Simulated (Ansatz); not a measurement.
Basis sets compared for Ga7As7H20, a nanocrystal cut from zinc blende GaAs (hydrogen-capped). Charge 0, multiplicity 1. Geometry PBE-D4/def2-SVP. Ansatz on 4 threads of AMD EPYC 7R13 on a shared host and a share (37 GiB) of an NVIDIA H100 80GB HBM3; times are rough, and most runs start from earlier orbitals.

Cartesian coordinates in Å:
```
Ga 3.4174 -1.5520 -1.1398
Ga -2.3033 3.2101 -0.5492
Ga 1.6095 1.6271 0.7652
Ga -0.3125 -0.2885 -2.3794
Ga -0.0323 -3.9011 -0.4017
Ga -1.7719 -0.6757 1.4905
Ga 1.9240 -1.9451 2.8087
As -1.7675 1.7994 -2.5192
As 1.8033 0.4239 -1.3634
As 2.0444 -2.8478 0.4881
As -0.0145 3.5466 0.3487
As -3.0946 1.4492 1.0102
As 0.4391 0.0656 2.2515
As -1.3540 -1.7259 -0.6865
H 4.6957 -0.9324 -0.4466
H 3.4049 -2.2299 -2.5674
H -3.2112 4.4754 -0.7655
H 2.9158 2.3056 1.3255
H -0.2486 -0.8457 -3.8512
H 0.1779 -4.4256 -1.8777
H -0.8095 -4.6823 0.7314
H -2.6489 -1.4845 2.5188
H 3.3004 -1.3039 3.2473
H 1.0174 -2.8541 3.7305
H -1.2527 2.7583 -3.5903
H -3.1065 1.4903 -3.1848
H 2.3754 1.4524 -2.3391
H 2.9280 -4.0790 0.6993
H 0.6203 4.6283 -0.5223
H -0.1833 4.4024 1.6021
H -3.4547 2.1742 2.3049
H -4.5244 1.1258 0.5828
H 0.1615 0.8725 3.5200
H -2.7448 -2.0336 -1.2415
```

Single mean-field runs in def2-SVP, def2-TZVP are fitted with def2-universal-jkfit.

Binding counts from free atoms (Ga doublet, As quartet, H doublet) in the same basis, without a counterpoise term.

```tsv
level	functions	energy (Eh)	HOMO (eV)	LUMO (eV)	binding per atom (eV)	wall time
PBE-D4/def2-SVP	548	-29129.4295	-5.78	-2.15	2.57	9 s
PBE0-D4/def2-SVP	548	-29130.2027	-6.79	-1.45	2.57	13 s
```

(1) Estimate the rows for PBE-D4/def2-TZVP (with forces), PBE0-D4/def2-TZVP.

Results:

(1) 
```json
{"level": "PBE-D4/def2-TZVP (with forces)", "functions": "792", "energy (Eh)": "-29133.1016", "HOMO (eV)": "-5.85", "LUMO (eV)": "-2.22", "binding per atom (eV)": "2.57", "wall time": "8.5 s"}
{"level": "PBE0-D4/def2-TZVP", "functions": "792", "energy (Eh)": "-29133.8610", "HOMO (eV)": "-6.83", "LUMO (eV)": "-1.51", "binding per atom (eV)": "2.56", "wall time": "11 s"}
```
